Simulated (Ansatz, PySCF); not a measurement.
System: SnO, net charge -1, doublet state. 
Structure (B3LYP-D3(BJ)/def2-TZVP (Ansatz, a program for electronic structure) minimum search):
```xyz
2

Sn     0.0000     0.0000    -0.2615
O      0.0000     0.0000     1.6341
```
Charge -1, spin multiplicity 2.

Total electronic energies in hartree. Cores are frozen in the correlated levels unless marked. Open shells are spin-unrestricted. No spin-orbit coupling. Frozen are the shells of the preceding noble gas and the d and f shells that filled before the atom's block. In def2 rows, elements after Kr have scalar-relativistic effective core potentials. STO-3G rows are all-electron and non-relativistic. 

The Hartree-Fock reference is unstable (checked in the largest basis), which strains HF and MP2. 

```tsv
level	program	energy (Eh)
HF/def2-TZVPD	PySCF	-288.22868
RI-HF/def2-TZVPPD	Ansatz	(withheld)
SVWN5/def2-TZVPD	Ansatz	-288.72490
r2SCAN/def2-TZVPD	Ansatz	-289.62056
PBE0/STO-3G	Ansatz	(withheld)
TPSSh-D3(BJ)/def2-TZVPD	PySCF + dftd3	-289.49668
r2SCAN0-D4/def2-TZVPD	Ansatz + dftd4	-289.56972
PW6B95/def2-TZVPD	PySCF	(withheld)
MN15/def2-TZVPD	PySCF	-289.03709
LC-wPBE-D4/def2-TZVPD	Ansatz + dftd4	-289.54789
LC-wPBE/def2-TZVPD	Ansatz	-289.54649
B2PLYP-D4/def2-TZVPD	Ansatz + dftd4	-289.25950
RPA@PBE/def2-QZVPP	Ansatz	-288.77674
CCSD(T)/STO-3G	Ansatz	-6036.96876
```

Problem. Fill in the missing entries.

Solution. 
- RI-HF/def2-TZVPPD, energy (Eh): -288.24086
- PBE0/STO-3G, energy (Eh): -6038.91335
- PW6B95/def2-TZVPD, energy (Eh): -289.78228
